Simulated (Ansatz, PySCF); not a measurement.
Species: difluoroborinic acid, sum formula HBOF2, charge 0, multiplicity 1. 
Structure (B3LYP-D3(BJ)/def2-TZVP (Ansatz, an electronic-structure program) minimum search):
SMILES: FB(F)O
```xyz
5

B     -0.0138    -0.0173    -0.0022
F     -0.3836     1.2557     0.1315
F     -0.9587    -0.9338    -0.1214
O      1.2809    -0.3932    -0.0192
H      1.9030     0.3355     0.0731
```

Quantity: atomisation energy (electronic, to ground-state atoms), in eV. Cores are frozen in the correlated levels unless marked. UHF or UKS for open shells. Spin-orbit coupling is left out. Non-relativistic. The coupled-cluster limit lacks core correlation, which all-electron functionals hold. CBS(X,Y): correlation extrapolated as X^-3; Hartree-Fock from the larger set.

```tsv
level	program	atomisation energy (eV)
revPBE-D3(BJ)/def2-TZVPD	Ansatz + dftd3	23.78
r2SCAN-D4/def2-TZVPD	Ansatz + dftd4	24.29
B3LYP/def2-TZVPD	Ansatz	23.91
PBE0-D3(BJ)/def2-TZVPD	Ansatz + dftd3	24.00
PBE0/def2-QZVPP	Ansatz	24.04
r2SCANh-D4/def2-TZVPD	Ansatz + dftd4	24.02
PW6B95/def2-TZVPD	PySCF	24.11
```

Task: Predict the CCSD(T)/CBS(cc-pVTZ,cc-pVQZ) result (Ansatz).

Result: 24.22 eV, so PW6B95/def2-TZVPD differs from it by -0.11 eV.
